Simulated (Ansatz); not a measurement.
Wavefunction ladder for Cl₃Si+, SMILES `Cl[Si+](Cl)Cl`

Cartesian coordinates in Å:
```
Cl 0.285 0.590 1.833
Si 0.000 0.000 0.000
Cl -0.113 -1.901 -0.404
Cl -0.173 1.311 -1.429
```

Total charge 1; spin multiplicity 1. The structure was optimised at the PBE0-D4/def2-TZVP level. Frozen core, restricted reference, the Gaussian-basis code of Ansatz. CBS rows extrapolate triple and quadruple zeta; past MP2 they add the triple-zeta difference.

```
     basis      HF (Eh)  MP2 corr.
  def2-SVP  -1666.73223   -0.47581
def2-TZVPP  -1667.32468   -0.65207
def2-QZVPP  -1667.37206   -0.71738
```

Q: Estimate the CCSD correlation energy and the (T) correction in each basis where they were run (hartree).

A: 
```
     basis  CCSD corr.       (T)
  def2-SVP    -0.51216  -0.01415
def2-TZVPP    -0.69828  -0.03285
 CBS(def2)    -0.81198     as TZ
```
